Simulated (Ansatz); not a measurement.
Compare A (`C=C[SiH2]BF`) with its isomer B (`CC1[SiH2]B1F`).

Program: Ansatz. Geometries: PBE0-D4/def2-TZVP. ΔE: electronic, gas phase. CCSD(T)/CBS is the MP2 limit (def2-TZVPP, def2-QZVPP) plus CCSD(T) − MP2 in def2-TZVPP, frozen cores. DFT in def2-TZVPP. B3LYP here is the variant with VWN-RPA as its local correlation; programs differ in this. One conformer a species, not always the lowest.

(1) Which is lower in electronic energy at CCSD(T)/CBS, and by how much? (Best estimate.)

(2) Give E(B) − E(A) in kJ/mol with MP2/def2-TZVPP, CCSD/def2-TZVPP, B2PLYP, HF/def2-TZVPP, PBE0-D4, CCSD(T)/def2-TZVPP, B3LYP. (Estimate.)

Largest T1 diagnostic: 0.014.

Answers

(1) Computed: A, by 44.9 kJ/mol.

(2) The calculation gave: MP2/def2-TZVPP 34.2, CCSD/def2-TZVPP 51.0, B2PLYP 45.6, HF/def2-TZVPP 86.7, PBE0-D4 20.9, CCSD(T)/def2-TZVPP 46.1, B3LYP 47.1. None reverses the order clearly.

In def2-TZVPP, CCSD(T) changes the Hartree–Fock value by −40.6 kJ/mol (the triples alone add −4.8 kJ/mol) and MP2 by −52.5 kJ/mol. From PBE to PBE0 (25 % exact exchange), in def2-TZVPP and without D4, E(B) − E(A) moves by +3.6 kJ/mol.
